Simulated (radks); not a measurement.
Results of a calculation; reference values are marked as such.
Problem. The lanthanum ion La2+, configuration [Xe] 5d1. Level of theory: scalar-relativistic Kohn-Sham, r2SCAN, spin-polarised, spherical densities, finite nucleus; open shells are filled with parallel spins first (spin-orbit coupling, left out, can overturn this in heavy ions); meta-GGA in the generalised Kohn-Sham scheme; Fermi nuclear charge, rms radius 4.855 fm (a radial shooting solver on a logarithmic mesh with Libxc functionals). Some entries of the table are withheld. Estimate them.

orbital  occ.  eigenvalue (eV)  <r^2> (bohr^2)
1s down     1        -38826.43       0.0008541
1s up       1        -38826.42       0.0008541
2s up       1        -6210.416         0.01362
2s down     1        -6210.362         0.01362
2p up       3        -5564.267         0.01085
2p down     3        -5564.230         0.01085
3s up       1        -1345.540         0.09258
3s down     1        -1345.531         0.09258
3p up       3        -1137.999         0.09273
3p down     3        -1137.986         0.09273
3d up       5        -840.1239         0.07970
3d down     5        -840.0900         0.07970
4s up       1        -284.7358          0.4828
4s down     1        -284.6723          0.4830
4p up       3        -216.8372          0.5456
4p down     3        -216.7818          0.5458
4d up       5        -118.2656          0.6835
4d down     5        -118.2098          0.6835
5s up       1         -52.6362           2.757
5s down     1         -52.2604           2.729
5p up       3              (1)           3.647
5p down     3              (2)           3.579
5d up       1         -14.7381           7.570
5d down     0         -13.4280           7.247

Solution. 
(1) 5p up eigenvalue (eV): -35.7545
(2) 5p down eigenvalue (eV): -35.1473
